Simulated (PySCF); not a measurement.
CH₅ClOSn, SMILES C[O][SnH2][Cl].

The structure is a stationary point at PBE0-D3(BJ)/def2-SVP. The def2 effective core potentials stand for the cores of Sn; spin–orbit coupling is left out. The values are those of a single conformer.

Level of theory: PySCF with TDDFT-LC-ωPBE/def2-SVPD.

Vertical excitations. The molecule is in vacuum.

```json
[
 {"state": "S1", "energy (eV)": "6.39", "λ (nm)": "194", "f": "0.018", "main pairs": "HOMO→LUMO 34 %, HOMO→LUMO+1 34 %, HOMO→LUMO+2 16 %, HOMO→LUMO+3 5 %"},
 {"state": "S2", "energy (eV)": "6.90", "λ (nm)": "180", "f": "0.035", "main pairs": "HOMO−2→LUMO 38 %, HOMO−1→LUMO 24 %, HOMO→LUMO 8 %"},
 {"state": "S3", "energy (eV)": "7.04", "λ (nm)": "176", "f": "0.037", "main pairs": "HOMO−2→LUMO 39 %, HOMO−3→LUMO 17 %, HOMO−1→LUMO 15 %"},
 {"state": "S4", "energy (eV)": "7.18", "λ (nm)": "173", "f": "0.009", "main pairs": "HOMO−3→LUMO 25 %, HOMO→LUMO 25 %, HOMO→LUMO+1 21 %, HOMO−1→LUMO+1 9 %"},
 {"state": "S5", "energy (eV)": "7.41", "λ (nm)": "167", "f": "0.109", "main pairs": "HOMO−1→LUMO+1 39 %, HOMO→LUMO 15 %, HOMO−1→LUMO+2 11 %"},
 {"state": "S6", "energy (eV)": "7.80", "λ (nm)": "159", "f": "0.008", "main pairs": "HOMO−1→LUMO 28 %, HOMO−3→LUMO 26 %, HOMO−1→LUMO+1 20 %, HOMO→LUMO+2 5 %"},
 {"state": "S7", "energy (eV)": "7.93", "λ (nm)": "156", "f": "0.046", "main pairs": "HOMO→LUMO+2 60 %, HOMO→LUMO+3 9 %"},
 {"state": "S8", "energy (eV)": "8.14", "λ (nm)": "152", "f": "0.017", "main pairs": "HOMO−2→LUMO+1 68 %, HOMO−2→LUMO+2 11 %"},
 {"state": "S9", "energy (eV)": "8.37", "λ (nm)": "148", "f": "0.025", "main pairs": "HOMO−1→LUMO+2 64 %, HOMO−1→LUMO+3 11 %"},
 {"state": "S10", "energy (eV)": "8.62", "λ (nm)": "144", "f": "0.076", "main pairs": "HOMO−3→LUMO+1 37 %, HOMO−4→LUMO 28 %, HOMO−2→LUMO+2 7 %"},
 {"state": "T1", "energy (eV)": "5.81", "λ (nm)": "213", "f": "0", "main pairs": "HOMO→LUMO+1 34 %, HOMO→LUMO 32 %, HOMO→LUMO+2 11 %, HOMO→LUMO+3 7 %"},
 {"state": "T2", "energy (eV)": "6.19", "λ (nm)": "200", "f": "0", "main pairs": "HOMO−1→LUMO 40 %, HOMO−2→LUMO 18 %, HOMO−1→LUMO+1 10 %, HOMO−1→LUMO+2 7 %"},
 {"state": "T3", "energy (eV)": "6.34", "λ (nm)": "196", "f": "0", "main pairs": "HOMO−2→LUMO 53 %, HOMO−1→LUMO+1 11 %"},
 {"state": "T4", "energy (eV)": "6.66", "λ (nm)": "186", "f": "0", "main pairs": "HOMO−3→LUMO 52 %, HOMO−1→LUMO+1 13 %"}
]
```
Triplets are in the Tamm–Dancoff approximation, which puts them higher than full response would, so one can lie above its singlet here.
